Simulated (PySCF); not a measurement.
C₅H₅Cl, SMILES ClC1CC=CC=1.

Geometry: ωB97X-D3(BJ)/def2-SVP. One conformer was computed; it need not be the lowest.

These are PBE/def2-TZVP in PySCF values and carry that method's errors.

The molecule is in vacuum.

Computed frontier levels, gap, dipole moment and polarisability:
The highest occupied level is -5.32 eV, the lowest empty level comes out as -1.78 eV and the orbital gap comes out as 3.54 eV. The dipole moment comes out as 1.28 D and the quadrupole, principal values (traceless, Buckingham form, about the centre of nuclear charge) is -3.99, -0.89, 4.88 D·Å. The mean static polarisability is 69.2 bohr³ (10.26 Å³) and the polarisability, principal values comes out as 43.6, 72.1, 92.0 bohr³.
